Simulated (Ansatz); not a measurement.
`[NH2][SbH][SiH3]` + `O[Si](O)(F)Cl` → `O[Si](F)(Cl)O[SiH3]` + `[NH2][SbH2]`  (cleavage of the Si–Sb bond)

Calculated with Ansatz (gas phase, PBE0-D4/def2-TZVP geometries, no zero-point term in ΔE). CCSD(T)/CBS adds triple-zeta CCSD(T) − MP2 to the extrapolated MP2 energy (def2 sets, frozen cores). This one scheme is used for every species. Functionals use def2-TZVPP. def2 core potentials past Kr. For Sb outer-core shells are correlated without core-valence functions, which leaves a few kJ/mol of doubt a bond. One conformer a species, not always the lowest.

(1) Is it downhill or uphill in electronic energy at CCSD(T)/CBS, and by how much? (Best estimate.)

(2) What do these levels give: PBE-D4, r2SCAN-D4, B2PLYP, PBE, MP2/def2-TZVPP, CCSD/CBS(def2)? (An estimate is asked.)

Largest T1 diagnostic among the species: 0.014.

Answers

(1) Computed: Downhill: ΔE = -72.0 kJ/mol.

(2) Ansatz gave: PBE-D4 -50.2, r2SCAN-D4 -67.8, B2PLYP -77.4, PBE -49.7, MP2/def2-TZVPP -76.1, CCSD/CBS(def2) -76.4 kJ/mol.

From PBE to PBE0 (25 % exact exchange), in def2-TZVPP and without D4, ΔE moves by −8.5 kJ/mol. In def2-TZVPP, CCSD(T) changes the Hartree–Fock value by +25.6 kJ/mol (the triples alone add +4.4 kJ/mol) and MP2 by +26.3 kJ/mol.
